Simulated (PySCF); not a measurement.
## Ionisation energy of Sr²⁷⁺ by level of theory

Sr²⁷⁺ [Ne] 3s1 (2S) → Sr²⁸⁺ [Ne] (1S), as a difference of total energies. Calculation: PySCF 2.14, in an uncontracted even-tempered set (18 s from 3.4 bohr⁻², ratio 2.5; 11 p from 4.4 bohr⁻², ratio 2.5; 5 d from 17 bohr⁻², ratio 2.7; 4 f from 25 bohr⁻², ratio 2.7); the spin-free X2C one-electron Hamiltonian (Gaussian nucleus). Correlated levels: outer shells: 1s2 frozen; virtual orbitals above 40 to 60 times the deepest correlated orbital energy dropped. The calculations carry no spin-orbit coupling.

| method | ionisation energy (eV) |
| --- | --- |
| UHF | 1386.4 |
| MP2 (outer shells) | 1387.0 |
| SCS-MP2 (outer shells) | 1386.9 |
| CCSD (outer shells) | 1387.0 |
| CCSD(T) (outer shells) | 1387.0 |

Breit and QED terms and the two-electron picture change are absent.

For comparison: 1387.19 ± 0.05 eV (semi-empirical (NIST evaluation); NIST Atomic Spectra Database, ionization energies).
